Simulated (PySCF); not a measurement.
HO₃W, neutral, multiplicity 2. Atoms are numbered in the order given.

```xyz
5

W      0.0000     0.0371    -0.0919
O      1.3236     1.0257     0.4086
O     -1.4982     0.7935     0.3089
O      0.2177    -1.8431     0.0783
H     -0.3478    -2.5506     0.4363
```
Charge 0, spin multiplicity 2.

Coordinates come from a PBE-D3(BJ)/def2-SVP optimisation. The spin state was assumed, not searched. The isomer is the one that the SMILES or the coordinates give; other isomers of the formula were not compared. The def2 effective core potentials stand for the cores of W; spin–orbit coupling is left out. Other conformers were not sampled.

Calculation: PBE-D3(BJ)/def2-SVP (PySCF 2.14.0).

Frequencies are harmonic and unscaled.

| mode | ν (cm⁻¹) | IR (km/mol) | moving atoms (share of kinetic energy) |
|---|---|---|---|
| 1 | 124 | 3.6 | O 70 %, W 18 %, H 12 % |
| 2 | 201 | 7.2 | O 76 %, H 17 % |
| 3 | 279 | 67.5 | O 58 %, H 38 % |
| 4 | 342 | 57.1 | O 60 %, H 36 % |
| 5 | 542 | 147.5 | H 77 %, O 22 % |
| 6 | 717 | 54.9 | O 78 %, H 12 %, W 10 % |
| 7 | 955 | 157.3 | O 89 %, W 11 % |
| 8 | 990 | 51.2 | O 94 % |
| 9 | 3766 | 236.2 | H 94 % |
